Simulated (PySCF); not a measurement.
Input of a run (PBE0-D3(BJ)/def2-SVP geometry optimisation, gas phase, def2 core potentials past Kr (PySCF 2.14.0)), started from GFN2-xTB:
```
{"job": {"xc": "PBE0", "basis": "def2-SVP", "d3": "d3bj", "grid": 1, "maxiter": 30, "shake": 0.03, "kind": "geom"}, "charge": 0, "multiplicity": 1}
In     0.247390    -0.367640    -0.980990
S      0.113720    -0.234120     1.635400
H      0.415490     1.061500     1.518920
H     -1.070870     0.069930     1.509670
F      2.078840    -0.177420    -1.506510
F     -0.834830     1.441300    -0.849830
F     -0.857890    -1.895550    -1.395210
```

Output (energies in Eh, forces in Eh/bohr):
```
step   0  E = -888.33201917  max force = 0.087591
step   1  E = -888.34875426  max force = 0.020160
step   2  E = -888.34993209  max force = 0.009845
step   3  E = -888.35041593  max force = 0.003771
step   4  E = -888.35056925  max force = 0.001457
step   5  E = -888.35066845  max force = 0.001566
step   6  E = -888.35076848  max force = 0.001092
step   7  E = -888.35084882  max force = 0.000977
step   8  E = -888.35090797  max force = 0.000878
step   9  E = -888.35095310  max force = 0.000740
step  10  E = -888.35102545  max force = 0.001378
step  11  E = -888.35113392  max force = 0.002261
step  12  E = -888.35103319  max force = 0.004023
step  13  E = -888.35135321  max force = 0.003005
step  14  E = -888.35163102  max force = 0.001850
step  15  E = -888.35208338  max force = 0.003810
step  16  E = -888.35228203  max force = 0.002669
step  17  E = -888.35244706  max force = 0.001405
step  18  E = -888.35249950  max force = 0.001312
step  19  E = -888.35258085  max force = 0.000873
step  20  E = -888.35263331  max force = 0.000399
step  21  E = -888.35264666  max force = 0.000476
step  22  E = -888.35275736  max force = 0.001014
step  23  E = -888.35280930  max force = 0.000669
step  24  E = -888.35287992  max force = 0.000420
step  25  E = -888.35290224  max force = 0.000451
step  26  E = -888.35291254  max force = 0.000322
optimisation converged
```

Q: Summarise the run.

A: The energy falls by 0.569 eV over 27 energy and gradient evaluations, the largest force component goes from 0.0876 to 3.2e-04 Eh/bohr, and the atoms move by 0.581 Å rms after alignment. The bond that changes most is In1–F6 (ends: indium bonded to 3 F and S; fluorine bonded to In), which shortens by 0.150 Å. Bonds longer at the end by more than 0.005 Å: 5 of 6; shorter: 1. Among the angles that change most is S2–In1–F7, from 103.0° to 90.0°. Among the dihedrals that turn most is F5–In1–S2–H4, from 159° to -134°. The energy rose by more than 1e-6 Eh at step 12. The first step brought 80 % of the lowering.

Q: What are the final bond lengths?

A: In1–S2 2.707 Å, In1–F5 1.944 Å, In1–F6 1.962 Å, In1–F7 1.958 Å, S2–H3 1.357 Å, S2–H4 1.356 Å. Numbering counts from 1 in the input's order; the species is In(H2S)F3 (`[F][In]([F])([F])<-[SH2]`).

The run used 96 basis functions and 182 SCF cycles in all.

No PBE0-D3(BJ)/def2-SVP frequencies stand behind this structure, so it isn't proved a minimum.
